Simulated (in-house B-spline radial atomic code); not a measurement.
Configurations of Rh⁴⁺, with energies counted from [Kr] 4d5. Method: non-relativistic wB97X, spin-polarised, spherical fractional occupations, point nucleus. Calculated with an all-electron radial atomic-structure program (B-spline basis). Caution: exact exchange at fractional occupations of open shells leaves self-interaction of up to several eV. Shells without spins written out take the highest spin.

Occupations are held fixed; configurations that lie above the ionisation limit could autoionise.

```json
{"configuration": "[Kr] 4d(2 up, 2 down) 5p(1 up, 0 down)", "E - E(ref) (eV)": "44.179", "highest orbital": "5p up", "its <r> (bohr)": "2.603"}
{"configuration": "[Ar] 3d10 4s2 4p5 4d5 5p1", "E - E(ref) (eV)": "73.858", "highest orbital": "5p up", "its <r> (bohr)": "2.568"}
{"configuration": "[Ar] 3d10 4s2 4p(2 up, 3 down) 4d(0 up, 5 down) 5f(0 up, 1 down)", "E - E(ref) (eV)": "95.348", "highest orbital": "5f down", "its <r> (bohr)": "5.091"}
{"configuration": "[Ar] 3d(5 up, 4 down) 4s2 4p6 4d(1 up, 5 down)", "E - E(ref) (eV)": "328.05", "highest orbital": "4d up", "its <r> (bohr)": "1.267"}
{"configuration": "[Ar] 3d(4 up, 5 down) 4s2 4p6 4d(5 up, 0 down) 5d(1 up, 0 down)", "E - E(ref) (eV)": "362.95", "highest orbital": "5d up", "its <r> (bohr)": "3.309"}
{"configuration": "[Ar] 3d9 4s2 4p6 4d5 4f1", "E - E(ref) (eV)": "364.06", "highest orbital": "4f up", "its <r> (bohr)": "2.56"}
{"configuration": "[Ar] 3d9 4s2 4p6 4d5 5f1", "E - E(ref) (eV)": "371.63", "highest orbital": "5f up", "its <r> (bohr)": "5.027"}
```

(1) Order these further configurations by energy, lowest first.
A. [Ar] 3d9 4s2 4p6 4d5 5d1
B. [Kr] 4d4 5p1
C. [Ar] 3d10 4s2 4p5 4d5 5d1
D. [Kr] 4d(1 up, 4 down)
E. [Ar] 3d10 4s2 4p5 4d6

(2) How far above the reference does [Ar] 3d9 4s2 4p6 4d5 5p1 lie?

(3) How far above the reference does [Ar] 3d10 4s2 4p5 4d5 4f1 lie?

## Answers

(1) D (11.089 eV), B (32.47 eV), E (53.314 eV), C (85.475 eV), A (361.56 eV).

(2) 349.89 eV; its least bound orbital is 5p up with <r> = 2.544 bohr.

(3) 87.643 eV; its least bound orbital is 4f up with <r> = 2.57 bohr.
